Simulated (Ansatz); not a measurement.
C$_{3}$H$_{12}$O$_{3}$Si$_{2}$, SMILES `CO[Si](C)(OC)O[SiH3]` from Hartree–Fock to CCSD(T)

```xyz
20

C    -1.995    0.349    1.386
O    -0.630    0.042    1.560
Si    0.469    0.096    0.354
C     2.116   -0.220    1.118
O     0.084   -0.975   -0.829
C    -0.076   -2.358   -0.619
O     0.426    1.541   -0.398
Si    0.015    2.167   -1.855
H    -2.438   -0.229    0.567
H    -2.136    1.414    1.175
H    -2.522    0.105    2.309
H     2.350    0.553    1.852
H     2.131   -1.185    1.631
H     2.900   -0.221    0.358
H    -0.513   -2.794   -1.519
H     0.887   -2.846   -0.433
H    -0.740   -2.566    0.227
H    -1.406    1.870   -2.174
H     0.881    1.620   -2.931
H     0.198    3.638   -1.778
```

The species carries charge 0 and has multiplicity 1. The geometry is a stationary point of PBE0-D4/def2-TZVP. It is one conformer, not always the lowest. Frozen core, restricted reference, Ansatz 0.2.0. CBS rows extrapolate triple and quadruple zeta; past MP2 they add the triple-zeta difference.

| basis | HF (Eh) | MP2 corr. | CCSD corr. | (T) | CCSD(T) total |
| --- | --- | --- | --- | --- | --- |
| def2-SVP | ? | -1.16503 | -1.24919 | ? | ? |
| def2-TZVPP | -923.42360 | -1.47084 | ? | ? | ? |
| def2-QZVPP | -923.45982 | -1.58053 | – | – | – |
| CBS(def2) | -923.46481 | -1.66179 | -1.73023 | as TZ | -925.25094 |

Fill in the withheld values. (Estimate.)

Ansatz gave: def2-SVP HF (Eh): -922.78351; def2-SVP (T): -0.03058; def2-SVP CCSD(T) total: -924.06328; def2-TZVPP CCSD corr.: -1.53928; def2-TZVPP (T): -0.05590; def2-TZVPP CCSD(T) total: -925.01878.
